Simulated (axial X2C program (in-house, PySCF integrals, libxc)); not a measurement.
# Working with the constants of TmH

A bond curve at the CCSD(T) level, two-component, was computed with an axial X2C code built on PySCF integrals (basis Tm dyall-cv3z [13s14p10d7f3g], H dyall-v3z [6s2p1d] (cores contracted in-house)) for the state Ω = 3 (⟨Sz⟩ = 0.88, ⟨Lz⟩ = 2.12 at HF). Its fit gives Re = 2.0672 Å, ωe = 1251.4 cm⁻¹, ωexe = 18.3 cm⁻¹ and αe = 8.431e-02 cm⁻¹; the masses are 168.9342 and 1.0078 u. Two-component means X2C with spin–orbit coupling and atomic mean-field Coulomb and Gaunt terms.

Correlated methods: 24 electrons correlated (number of frozen shells: Tm 4 s, 3 p, 2 d; H none), 234 virtual spin orbitals or spinors in MP2, 140 natural virtuals in coupled cluster.

Q: Find the reduced mass, Be and the force constant.

A: From the CCSD(T) values: μ = 1.0018 u. Be = 16.8576/(μ Re²) = 3.938 cm⁻¹. k = 5.8918×10⁻⁷ μ ωe² = 0.924 mdyn/Å.

Q: Estimate the centrifugal constant by the Kratzer relation.

A: D = 4Be³/ωe² = 1.56e-04 cm⁻¹.

Q: Where do the fundamental and the first overtone lie?

A: ν(1←0) = ωe − 2ωexe = 1214.8 cm⁻¹; ν(2←0) = 2ωe − 6ωexe = 2393.0 cm⁻¹.

Q: A Morse curve ties αe to the other constants (Pekeris). How well does that hold?

A: αe(Morse) = 6Be²/ωe × (√(ωexe/Be) − 1) = 8.592e-02 cm⁻¹; the CCSD(T) curve gives 8.431e-02 cm⁻¹, a ratio of 1.02.

Q: Scale the constants to the deuteride (D 2.0141 u) within the Born–Oppenheimer picture.

A: ρ = √(μH/μD) = 0.7095; ωe = 887.8, ωexe = 9.21, Be = 1.982 cm⁻¹; the zero-point energy falls by 180 cm⁻¹.

The state is one determinant whose occupation by symmetry is held fixed; it was picked as the lowest of a PBE0 search that is not exhaustive. CCSD and (T) use frozen natural virtuals with an MP2 correction for the truncation; (T) itself is uncorrected, so its De runs slightly low. With several unpaired electrons one determinant need not be a pure state. A state of lower Ω lies just above, and one determinant can place such states too high, so the state shown need not be the lowest. The search has Ω = 2 only 0.03 eV up. The lowest spin-free determinant has another configuration (M_S = 1, Λ = 0), so the order of states is uncertain and this need not be the ground state.
